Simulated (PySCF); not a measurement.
Compound: H4O3SeSi.
Numbering: `[OH:1][Si:2]([OH:3])([OH:4])[SeH:5]` (hydrogens: H6 on O1; H7 on O3; H8 on O4; H9 on Se5)

Cartesian coordinates in Å at the PBE0-D3(BJ)/def2-SVP level; atoms count from 1:
```xyz
9
H4O3SeSi angstrom
O     -0.5941    0.0799    1.5172
Si     0.1942    0.0148    0.0666
O      0.5911    1.4731   -0.5904
O     -0.8438   -0.6913   -1.0016
Se     2.1392   -1.0900    0.4470
H     -0.0787    0.4093    2.2601
H     -0.0770    1.8366   -1.1823
H     -1.2337   -1.5302   -0.7396
H      2.7732   -0.4837   -0.7330
```

Level of theory: PBE0-D3(BJ)/def2-SVP geometry optimisation, gas phase (PySCF).

Masses are those of the commonest isotopes; rigid-rotor values at the optimised geometry. The values belong to one conformer with, in the numbering `[OH:1][Si:2]([OH:3])([OH:4])[SeH:5]`, H–O1–Si2–O3 -67°, O1–Si2–O3–H -91°, O1–Si2–O4–H -52°.

What are A, B and C (GHz)?

Ia = 130.05, Ib = 344.01, Ic = 355.17 u·Å²; 505379 MHz·u·Å²/I gives 3886, 1469 and 1423 MHz, that is A = 3.8859, B = 1.4691, C = 1.4229 GHz.

What kind of rotor is it?

A near-prolate asymmetric top; Ray's κ = -0.963.

Is it planar, by Δ = Ic − Ia − Ib?

Not planar: Δ = Ic − Ia − Ib = -118.90 u·Å². For a rigid frame Δ = −2 Σ m c², so Σ m c² = 59.45 u·Å² lies off the ab plane: 6.86 from hydrogen and 52.58 from heavier atoms. The atom farthest from that plane is 2.03 Å away.

Which types of transition are allowed, and where do some lines up to J = 4 fall?

The dipole components are |μa| = 0.75 D, |μb| = 0.29 D, |μc| = 0.08 D. Intensities carry the squares of the components, which stand as 1.00 : 0.15 : 0.01 (a : b : c). Some lines, for components of 0.1 D or more:

```json
{"type": "b", "branch": "Q", "J(Ka,Kc)": "2(1,1) ← 2(0,2)", "MHz": "2510", "lower level (cm⁻¹)": "0.289"}
{"type": "b", "branch": "Q", "J(Ka,Kc)": "4(1,3) ← 4(0,4)", "MHz": "2679", "lower level (cm⁻¹)": "0.964"}
{"type": "a", "branch": "R", "J(Ka,Kc)": "1(0,1) ← 0(0,0)", "MHz": "2892", "lower level (cm⁻¹)": "0.000"}
{"type": "b", "branch": "R", "J(Ka,Kc)": "4(1,3) ← 3(2,2)", "MHz": "4477", "lower level (cm⁻¹)": "0.904"}
{"type": "b", "branch": "R", "J(Ka,Kc)": "3(0,3) ← 2(1,2)", "MHz": "6302", "lower level (cm⁻¹)": "0.368"}
{"type": "b", "branch": "Q", "J(Ka,Kc)": "3(2,1) ← 3(1,2)", "MHz": "7185", "lower level (cm⁻¹)": "0.665"}
{"type": "b", "branch": "Q", "J(Ka,Kc)": "2(2,1) ← 2(1,2)", "MHz": "7389", "lower level (cm⁻¹)": "0.368"}
{"type": "b", "branch": "Q", "J(Ka,Kc)": "3(2,2) ← 3(1,3)", "MHz": "7459", "lower level (cm⁻¹)": "0.656"}
{"type": "a", "branch": "R", "J(Ka,Kc)": "3(2,2) ← 2(2,1)", "MHz": "8676", "lower level (cm⁻¹)": "0.615"}
{"type": "b", "branch": "R", "J(Ka,Kc)": "4(0,4) ← 3(1,3)", "MHz": "9257", "lower level (cm⁻¹)": "0.656"}
{"type": "a", "branch": "R", "J(Ka,Kc)": "4(2,3) ← 3(2,2)", "MHz": "11567", "lower level (cm⁻¹)": "0.904"}
{"type": "a", "branch": "R", "J(Ka,Kc)": "4(3,2) ← 3(3,1)", "MHz": "11569", "lower level (cm⁻¹)": "1.311"}
{"type": "a", "branch": "R", "J(Ka,Kc)": "4(3,1) ← 3(3,0)", "MHz": "11569", "lower level (cm⁻¹)": "1.311"}
{"type": "b", "branch": "Q", "J(Ka,Kc)": "3(3,0) ← 3(2,1)", "MHz": "12197", "lower level (cm⁻¹)": "0.904"}
{"type": "b", "branch": "Q", "J(Ka,Kc)": "4(3,2) ← 4(2,3)", "MHz": "12202", "lower level (cm⁻¹)": "1.290"}
{"type": "b", "branch": "R", "J(Ka,Kc)": "3(2,2) ← 2(1,1)", "MHz": "15927", "lower level (cm⁻¹)": "0.373"}
{"type": "b", "branch": "Q", "J(Ka,Kc)": "4(4,1) ← 4(3,2)", "MHz": "17078", "lower level (cm⁻¹)": "1.697"}
{"type": "b", "branch": "R", "J(Ka,Kc)": "4(2,2) ← 3(1,3)", "MHz": "19036", "lower level (cm⁻¹)": "0.656"}
{"type": "b", "branch": "R", "J(Ka,Kc)": "4(3,1) ← 3(2,2)", "MHz": "23769", "lower level (cm⁻¹)": "0.904"}
```

PBE0-D3(BJ)/def2-SVP frequencies: not computed here. These are rigid-rotor constants of the computed structure; measured ground-state constants (B0) also hold zero-point vibration.
